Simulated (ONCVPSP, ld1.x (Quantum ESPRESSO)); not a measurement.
## Potentials for Zr compared

Generated with ld1.x 7.5 (TM, RRKJ, ultrasoft, PAW), atompaw 4.2 or ONCVPSP 4.0.1. The cutoff is in Ry: for ld1.x and atompaw files where the sum of valence levels is converged to 10 mRy in a Bessel basis, for ONCV files where the hardest occupied wave has 1 mHa per electron of residual kinetic energy. The error is the largest all-electron minus pseudo excitation energy over each file’s own four to seven test configurations (ionisations up to +4, promotions, holes and added fractions of an electron), all of which were solved. The labels leave out finer settings (local radius, basis sizes, second energies), which also bear on the numbers. Spin-polarised tests are not counted. The rows are a selection from randomly drawn settings: files with unsolved tests, undetermined cutoffs or missed reference levels are left out.

A true bound ghost makes a file unfit for plane-wave use even where its test errors are small: the radial tests pick states by their node count and pass the ghost by.

| potential | cutoff (Ry) | largest error (meV) | bound ghosts |
| --- | --- | --- | --- |
| ONCV, PBE, scalar-relativistic, rc 2.30/1.95/2.50 (spd), local smoothed, core correction no, reference 4s2 4p6 4d2 5s2, qcut 4/8.4/7.3, projectors 2/3/2 | 32 | -9.0 | d |
| ONCV, PBE, fully relativistic, rc 2.15/1.30/2.10 (spd), local smoothed, core correction yes, reference 4s2 4p6 4d2 5s2, qcut 4.5/5/4.6, projectors 2/2/3 | 170 | -12 | none |
| ONCV, PBE, scalar-relativistic, rc 1.80/2.25/1.80 (spd), local s, core correction yes, reference 4s2 4p6 4d2, qcut 6.3/6.8/4.9, projectors 0/1/2 | 40 | +944 | none |
| ONCV, PBEsol, scalar-relativistic, rc 1.95/1.50/2.00 (spd), local smoothed, core correction yes, reference 4s2 4p6 4d2 5s2, qcut 5.5/4.5/4.1, projectors 3/1/2 | 68 | +56 | none |
| ONCV, PBEsol, non-relativistic, rc 2.25/2.05/2.30 (spd), local smoothed, core correction yes, reference 4s2 4p6 4d3 5s1, qcut 6.9/6.7/5.3, projectors 3/1/1 | 25 | +36 | none |
| ONCV, PW91, fully relativistic, rc 1.70/3.08/2.80 (spd), local smoothed, core correction no, reference 4s2 4p6 4d2 5s1.5 5p0.5, qcut 6.1/7.5/5.7, projectors 2/2/2 | 31 | -113 | none |

(1) Fill in the row for Zr: ONCV, PBE, non-relativistic, rc 1.70/1.70/2.70 (spd), local smoothed, core correction yes, reference 4s2 4p6 4d2.5 5s1.5, qcut 7.2/10.1/6.7, projectors 2/1/2.

(2) Fill in the row for Zr: TM, PBE, fully relativistic, rc 3.15/1.60/2.35 (spd), local s, core correction yes, reference 4p6 4d2 5s2 5p0.

Results:

(1) cutoff 60 Ry, largest error -48 meV, bound ghosts: none.

(2) cutoff 45 Ry, largest error -822 meV, bound ghosts: none.
